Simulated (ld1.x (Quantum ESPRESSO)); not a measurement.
Values are calculated unless marked as measured or tabulated.
## Potentials for sulfur (S) compared

Generated with ld1.x 7.5 (TM, RRKJ, ultrasoft, PAW), atompaw 4.2 or ONCVPSP 4.0.1. The cutoff is in Ry: for ld1.x and atompaw files where the sum of valence levels is converged to 10 mRy in a Bessel basis, for ONCV files where the hardest occupied wave has 1 mHa per electron of residual kinetic energy. The error is the largest all-electron minus pseudo excitation energy over each file’s own four to seven test configurations (ionisations up to +4, promotions, holes and added fractions of an electron), all of which were solved. The labels leave out finer settings (local radius, basis sizes, second energies), which also bear on the numbers. Spin-polarised tests are not counted. The rows are a selection from randomly drawn settings: files with unsolved tests, undetermined cutoffs or missed reference levels are left out.

```tsv
potential	cutoff (Ry)	largest error (meV)	bound ghosts
RRKJ, LDA (PZ), scalar-relativistic, rc 0.95/1.10/0.90 (spd), local s, core correction yes, reference 3s2 3p3	100	+224	none
TM, LDA (PZ), scalar-relativistic, rc 1.25/1.35 (sp), local s, core correction yes, reference 3s2 3p4	45	+188	none
PAW, PBE, scalar-relativistic, rc 1.42/1.60/1.55 (spd), local smoothed, core correction yes, reference 3s1 3p5	21	-29	none
RRKJ, PBEsol, scalar-relativistic, rc 1.40/1.32 (sp), local s, core correction yes, reference 3s2 3p4	40	+66	none
RRKJ, Wu–Cohen, scalar-relativistic, rc 1.20/1.20 (sp), local smoothed, core correction yes, reference 3s1.75 3p4.25	70	+230	none
RRKJ, PBE, fully relativistic, rc 1.45/1.25 (sp), local s, core correction yes, reference 3s2 3p4	50	+57	none
```

Fill in the row for S: TM, LDA (PZ), non-relativistic, rc 1.05/1.50/1.35 (spd), local d, core correction yes, reference 3s2 3p4.

cutoff 70 Ry, largest error +551 meV, bound ghosts: none.

Fill in the row for S: TM semilocal, PBE, scalar-relativistic, rc 1.50/1.65 (sp), local s, core correction yes, reference 3s2 3p4.

cutoff 40 Ry, largest error +188 meV, bound ghosts: none.

Fill in the row for S: TM, PBE, non-relativistic, rc 1.40/1.40 (sp), local s, core correction no, reference 3s2 3p4.

cutoff 40 Ry, largest error +170 meV, bound ghosts: none.
